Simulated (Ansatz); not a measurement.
`OB(F)[SiH3]`, relaxed with RKS PBE0-D4/def2-TZVP in Ansatz from a PBE-D4/def2-SVP geometry. The force threshold is 0.005 eV/Å; the program also tests the step.

Total charge 0; spin multiplicity 1.

Start:

```xyz
8

O    -1.182   -0.722    1.443
B    -0.289   -0.900    0.435
F     0.052   -2.170    0.173
Si    0.541    0.599   -0.686
H    -1.393    0.216    1.591
H     0.112    0.485   -2.126
H     0.113    1.956   -0.181
H     2.045    0.536   -0.647
```

```
        step  energy (eV)  largest force (eV/Å)  largest move (Å)
           1  -13379.1937                 0.637             0.000
           2  -13379.2130                 0.236             0.023
           3  -13379.2144                 0.084             0.009
4 (rejected)  -13379.2144                 0.113             0.003
           5  -13379.2147                 0.068             0.002
           6  -13379.2153                 0.019             0.018
           7  -13379.2154                 0.002             0.010
           8  -13379.2154                 0.011             0.015
           9  -13379.2154                 0.010             0.009
          10  -13379.2154                 0.006             0.008
          11  -13379.2154                 0.002             0.001
```

End:

```xyz
8

O    -1.149   -0.710    1.447
B    -0.296   -0.892    0.418
F     0.002   -2.155    0.135
Si    0.538    0.599   -0.695
H    -1.346    0.212    1.629
H     0.157    0.459   -2.126
H     0.071    1.929   -0.212
H     2.022    0.558   -0.595
```

Hardware: 2 threads of an Intel Xeon Platinum 8488C on a shared host. Wall time 29 s, peak host memory 0.31 GiB.
